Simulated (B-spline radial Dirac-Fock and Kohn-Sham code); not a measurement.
## Photoelectron lines of V¹⁸⁺ at 2430 eV

System: vanadium as V¹⁸⁺, configuration [He] 2s2 2p1.

Method: independent-particle photoionisation in a Dirac-Hartree-Slater potential with a Latter tail, all multipoles, thresholds from Dirac-Fock ΔSCF. Computed with a radial B-spline solver. The asymmetry parameter β is from the dipole term alone. Kinetic energies are from the vacuum level. Open shells are spread statistically over j, without multiplet splitting.

```tsv
subshell	electrons	binding (eV)	kinetic (eV)	σ (kb)	β
L1 (2s)	2	1395.6	1034.4	24.4	2.00
L2 (2p1/2)	0.33	1356.0	1074.0	2.56	1.31
L3 (2p3/2)	0.67	1347.0	1083.0	4.94	1.32
```

Branching ratios of the spin-orbit partners (statistical value in brackets): 2p 1.93 (2.00).
